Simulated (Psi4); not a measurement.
C3H10Cl2Si2 (SMILES C[SiH2]CC[SiH](Cl)Cl), singlet, at a GFN2-xTB geometry, atoms displaced at random by about 0.08 Å a coordinate; B3LYP/STO-3G, gradient (Psi4).

Input for Psi4:
```
memory 2 GB

molecule {
0 1
Si    1.09352308    0.12357954   -0.45797440
Cl    1.04529465    2.12853531    0.61389579
Cl    3.00605126   -0.16239818   -0.66072303
C     0.24799465   -1.13252490    0.54957924
C    -1.10539062   -0.80466136    0.96140922
Si   -2.35799715   -0.70673346   -0.43929609
C    -4.23204347   -0.63878421    0.46209595
H     0.57901706    0.27403001   -1.80560463
H     0.31217259   -1.89407176   -0.01475785
H     0.98544615   -1.25735869    1.44001554
H    -1.33597534   -1.63477696    1.71631390
H    -1.01939106    0.15228528    1.54117103
H    -2.52402263   -2.07055360   -1.09466166
H    -2.23036099    0.25765664   -1.19579396
H    -4.42178780   -1.39892358    1.15339008
H    -4.29697097    0.22463910    1.03456573
H    -4.88647937   -0.59060172   -0.27357443
symmetry c1
no_reorient
no_com
}

set {
  basis sto-3g
}

gradient('b3lyp')
print_variables()
```

The log (banner, timings and long lists left out):

```
gradient() will perform analytic gradient computation.

   => Loading Basis Set <=

    Name: STO-3G
    Role: ORBITAL
    Keyword: BASIS

         ---------------------------------------------------------
                                   SCF
               by Justin Turney, Rob Parrish, Andy Simmonett
                          and Daniel G. A. Smith
                              RKS Reference
         ---------------------------------------------------------

  ==> Geometry <==

    Molecular point group: c1
    Full point group: C1

    Geometry (in Angstrom), charge = 0, multiplicity = 1:

       Center              X                  Y                   Z               Mass
    ------------   -----------------  -----------------  -----------------  -----------------
         SI           1.093523080000     0.123579540000    -0.457974400000    27.976926534650
         CL           1.045294650000     2.128535310000     0.613895790000    34.968852682000
         CL           3.006051260000    -0.162398180000    -0.660723030000    34.968852682000
         C            0.247994650000    -1.132524900000     0.549579240000    12.000000000000
         C           -1.105390620000    -0.804661360000     0.961409220000    12.000000000000
         SI          -2.357997150000    -0.706733460000    -0.439296090000    27.976926534650
         C           -4.232043470000    -0.638784210000     0.462095950000    12.000000000000
         H            0.579017060000     0.274030010000    -1.805604630000     1.007825032230
         H            0.312172590000    -1.894071760000    -0.014757850000     1.007825032230
         H            0.985446150000    -1.257358690000     1.440015540000     1.007825032230
         H           -1.335975340000    -1.634776960000     1.716313900000     1.007825032230
         H           -1.019391060000     0.152285280000     1.541171030000     1.007825032230
         H           -2.524022630000    -2.070553600000    -1.094661660000     1.007825032230
         H           -2.230360990000     0.257656640000    -1.195793960000     1.007825032230
         H           -4.421787800000    -1.398923580000     1.153390080000     1.007825032230
         H           -4.296970970000     0.224639100000     1.034565730000     1.007825032230
         H           -4.886479370000    -0.590601720000    -0.273574430000     1.007825032230

  Running in c1 symmetry.

  Rotational constants: A =      0.06890  B =      0.01782  C =      0.01545 [cm^-1]
  Rotational constants: A =   2065.58960  B =    534.20967  C =    463.05095 [MHz]
  Nuclear repulsion =  603.462317449125862

  Charge       = 0
  Multiplicity = 1
  Electrons    = 90
  Nalpha       = 45
  Nbeta        = 45

  ==> Algorithm <==

  SCF Algorithm Type is DF.
  DIIS enabled.
  MOM disabled.
  Fractional occupation disabled.
  Guess Type is SAD.
  Energy threshold   = 1.00e-08
  Density threshold  = 1.00e-08
  Integral threshold = 1.00e-12

  ==> Primary Basis <==

  Basis Set: STO-3G
    Blend: STO-3G
    Number of shells: 39
    Number of basis functions: 61
    Number of Cartesian functions: 61
    Spherical Harmonics?: true
    Max angular momentum: 1

  ==> DFT Potential <==

   => LibXC <=

    Version 7.1.2
    S. Lehtola, C. Steigemann, M. J. T. Oliveira, and M. A. L. Marques,  SoftwareX 7, 1–5 (2018) (10.1016/j.softx.2017.11.002)

   => Composite Functional: B3LYP <=

    B3LYP Hyb-GGA Exchange-Correlation Functional

    P. J. Stephens, F. J. Devlin, C. F. Chabalowski, and M. J. Frisch,  J. Phys. Chem. 98, 11623 (1994) (10.1021/j100096a001)

    Deriv               =              1
    GGA                 =           TRUE
    Meta                =          FALSE

    Exchange Hybrid     =           TRUE
    MP2 Hybrid          =          FALSE

   => Exchange Functionals <=

    0.0800   Slater exchange
    0.7200         Becke 88

   => Exact (HF) Exchange <=

    0.2000               HF

   => Correlation Functionals <=

    0.1900   Vosko, Wilk & Nusair (VWN5_RPA)
    0.8100   Lee, Yang & Parr

   => LibXC Density Thresholds  <==

    XC_HYB_GGA_XC_B3LYP:  1.00E-15

   => Molecular Quadrature <=

    Radial Scheme          =       TREUTLER
    Pruning Scheme         =           NONE
    Nuclear Scheme         =       TREUTLER

    Blocking Scheme        =         OCTREE
    BS radius alpha        =              1
    Pruning alpha          =              1
    Radial Points          =             75
    Spherical Points       =            302
    Total Points           =         354094
    Total Blocks           =           2649
    Max Points             =            256
    Max Functions          =             51
    Weights Tolerance      =       1.00E-15

   => Loading Basis Set <=

    Name: (STO-3G AUX)
    Role: JKFIT
    Keyword: DF_BASIS_SCF

  ==> Integral Setup <==

  SCF_SUBTYPE=INCORE selected. In-core MEM_DF algorithm will be used.
  Using in-core AOs.

  ==> MemDFJK: Density-Fitted J/K Matrices <==

    J tasked:                   Yes
    K tasked:                   Yes
    wK tasked:                   No
    Algorithm:                 Core
    Schwarz Cutoff:           1E-12
    Mask sparsity (%):      11.5560
    Fitting Condition:        1E-10

   => Auxiliary Basis Set <=

  Basis Set: (STO-3G AUX)
    Blend: DEF2-UNIVERSAL-JKFIT
    Number of shells: 287
    Number of basis functions: 917
    Number of Cartesian functions: 1087
    Spherical Harmonics?: true
    Max angular momentum: 4

  Minimum eigenvalue in the overlap matrix is 1.8738805395E-01.
  Reciprocal condition number of the overlap matrix is 7.3681081171E-02.
    Using symmetric orthogonalization.

  ==> Pre-Iterations <==

  SCF Guess: Superposition of Atomic Densities via on-the-fly atomic UHF (no occupation information).

   -------------------------
    Irrep   Nso     Nmo
   -------------------------
     A         61      61
   -------------------------
    Total      61      61
   -------------------------

[...]
  @DF-RKS Final Energy: -1601.59408870997368
    Total Energy =                      -1601.5940887099736756
[...]
                          Rob Parrish, Justin Turney,
                       Andy Simmonett, and Alex Sokolov
         ------------------------------------------------------------

  ==> Geometry <==

    Molecular point group: c1
    Full point group: C1

    Geometry (in Angstrom), charge = 0, multiplicity = 1:

       Center              X                  Y                   Z               Mass
    ------------   -----------------  -----------------  -----------------  -----------------
         SI           1.093523080000     0.123579540000    -0.457974400000    27.976926534650
         CL           1.045294650000     2.128535310000     0.613895790000    34.968852682000
         CL           3.006051260000    -0.162398180000    -0.660723030000    34.968852682000
         C            0.247994650000    -1.132524900000     0.549579240000    12.000000000000
         C           -1.105390620000    -0.804661360000     0.961409220000    12.000000000000
         SI          -2.357997150000    -0.706733460000    -0.439296090000    27.976926534650
         C           -4.232043470000    -0.638784210000     0.462095950000    12.000000000000
         H            0.579017060000     0.274030010000    -1.805604630000     1.007825032230
         H            0.312172590000    -1.894071760000    -0.014757850000     1.007825032230
         H            0.985446150000    -1.257358690000     1.440015540000     1.007825032230
         H           -1.335975340000    -1.634776960000     1.716313900000     1.007825032230
         H           -1.019391060000     0.152285280000     1.541171030000     1.007825032230
         H           -2.524022630000    -2.070553600000    -1.094661660000     1.007825032230
         H           -2.230360990000     0.257656640000    -1.195793960000     1.007825032230
         H           -4.421787800000    -1.398923580000     1.153390080000     1.007825032230
         H           -4.296970970000     0.224639100000     1.034565730000     1.007825032230
         H           -4.886479370000    -0.590601720000    -0.273574430000     1.007825032230

  Nuclear repulsion =  603.462317449125862

  ==> Basis Set <==

  Basis Set: STO-3G
    Blend: STO-3G
    Number of shells: 39
    Number of basis functions: 61
    Number of Cartesian functions: 61
    Spherical Harmonics?: true
    Max angular momentum: 1

  ==> DFJKGrad: Density-Fitted SCF Gradients <==

    Gradient:                    1
    J tasked:                  Yes
    K tasked:                  Yes
    wK tasked:                  No
    Integrals threads:           1
    Schwarz Cutoff:          1E-12
    Fitting Condition:       1E-10

   => Auxiliary Basis Set <=

  Basis Set: (STO-3G AUX)
    Blend: DEF2-UNIVERSAL-JKFIT
    Number of shells: 287
    Number of basis functions: 917
    Number of Cartesian functions: 1087
    Spherical Harmonics?: true
    Max angular momentum: 4

  ==> DFT Potential <==

   => LibXC <=

    Version 7.1.2
    S. Lehtola, C. Steigemann, M. J. T. Oliveira, and M. A. L. Marques,  SoftwareX 7, 1–5 (2018) (10.1016/j.softx.2017.11.002)

   => Composite Functional: B3LYP <=

    B3LYP Hyb-GGA Exchange-Correlation Functional

    P. J. Stephens, F. J. Devlin, C. F. Chabalowski, and M. J. Frisch,  J. Phys. Chem. 98, 11623 (1994) (10.1021/j100096a001)

    Deriv               =              1
    GGA                 =           TRUE
    Meta                =          FALSE

    Exchange Hybrid     =           TRUE
    MP2 Hybrid          =          FALSE

   => Exchange Functionals <=

    0.0800   Slater exchange
    0.7200         Becke 88

   => Exact (HF) Exchange <=

    0.2000               HF

   => Correlation Functionals <=

    0.1900   Vosko, Wilk & Nusair (VWN5_RPA)
    0.8100   Lee, Yang & Parr

   => LibXC Density Thresholds  <==

    XC_HYB_GGA_XC_B3LYP:  1.00E-15

   => Molecular Quadrature <=

    Radial Scheme          =       TREUTLER
    Pruning Scheme         =           NONE
    Nuclear Scheme         =       TREUTLER

    Blocking Scheme        =         OCTREE
    BS radius alpha        =              1
    Pruning alpha          =              1
    Radial Points          =             75
    Spherical Points       =            302
    Total Points           =         354094
    Total Blocks           =           2649
    Max Points             =            256
    Max Functions          =             51
    Weights Tolerance      =       1.00E-15

  -Total Gradient:
     Atom            X                  Y                   Z
    ------   -----------------  -----------------  -----------------
       1        0.060797496962    -0.086705929384    -0.007517135598
       2        0.006896511738     0.037507118552     0.021197459626
       3       -0.089693245237     0.021313810528     0.009432801065
       4       -0.092534042399    -0.112448572134    -0.104691616163
       5        0.045743293509    -0.002637771548    -0.053531831874
       6        0.108237735998     0.173509184334    -0.138123812368
       7       -0.144556282118    -0.005069280547    -0.011010737512
       8        0.004917080626    -0.003231480550    -0.001524433305
       9       -0.007938684559     0.152881734803     0.092085142195
      10        0.031699791804     0.004867414648     0.027120098712
      11        0.012607481958    -0.026259619302     0.019723126820
      12        0.013719423874     0.011817667211     0.006080568751
      13       -0.016849409927    -0.032523358404    -0.004681576244
      14       -0.022517653027    -0.127081046830     0.103946120301
      15        0.004117146287     0.044726010658    -0.017667506216
      16        0.002780499130    -0.051086652270    -0.023569347753
      17        0.082585392686     0.000551380112     0.082783462501

  Variable Map:
  ----------------------------------------------------------------------------
[...]
  Array Variable Map:
  ----------------------------------------------------------------------------
[...]
[...]
```
